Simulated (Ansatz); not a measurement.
C$_{4}$H$_{4}$F$_{8}$O$_{2}$Si (`FC(F)(F)CO[Si](F)(F)OCC(F)(F)F`), relaxed with RKS PBE-D4/def2-SVP in Ansatz from a rough embedded geometry. The force threshold is 0.03 eV/Å; the program also tests the step.

Charge 0, multiplicity 1.

Start:

```xyz
19

F    -0.174    3.620    0.774
C     0.260    3.382   -0.505
F     0.963    4.463   -0.996
F    -0.814    3.200   -1.219
C     1.138    2.115   -0.539
O     0.420    0.996   -0.043
Si    1.180   -0.492   -0.077
F     2.644   -0.335    0.592
F     1.294   -0.885   -1.600
O     0.290   -1.618    0.718
C    -0.985   -1.984    0.173
C    -1.641   -3.076    1.043
F    -1.829   -2.610    2.250
F    -0.901   -4.170    1.063
F    -2.849   -3.416    0.484
H     2.018    2.326    0.127
H     1.476    1.971   -1.542
H    -0.850   -2.361   -0.842
H    -1.640   -1.129    0.140
```

Problem. By how much does the energy fall, and how many steps does the optimiser take? (An estimate is asked.)

Solution. Computed: 56.07 kJ/mol, in 37 steps, 1 of them rejected.

Problem. Which bonds change most? (Estimate.)

Solution. Computed: C2–F4 from 1.302 to 1.358 Å; C12–F13 from 1.307 to 1.357 Å; C5–H17 from 1.067 to 1.112 Å; Si7–F9 from 1.578 to 1.616 Å.

Problem. Give the relaxed structure. (An estimate is asked.)

Solution. Computed: 
```xyz
19

F    -1.286    2.153   -0.012
C    -0.167    2.296   -0.760
F    -0.146    3.549   -1.252
F    -0.270    1.431   -1.801
C     1.097    2.024    0.052
O     1.090    0.723    0.587
Si    1.481   -0.676   -0.208
F     2.389   -1.572    0.774
F     2.377   -0.334   -1.509
O     0.157   -1.521   -0.709
C    -1.151   -1.410   -0.196
C    -1.304   -2.185    1.109
F    -0.430   -1.724    2.039
F    -1.077   -3.502    0.952
F    -2.555   -2.024    1.593
H     1.128    2.754    0.886
H     1.967    2.211   -0.615
H    -1.858   -1.836   -0.936
H    -1.443   -0.358    0.007
```
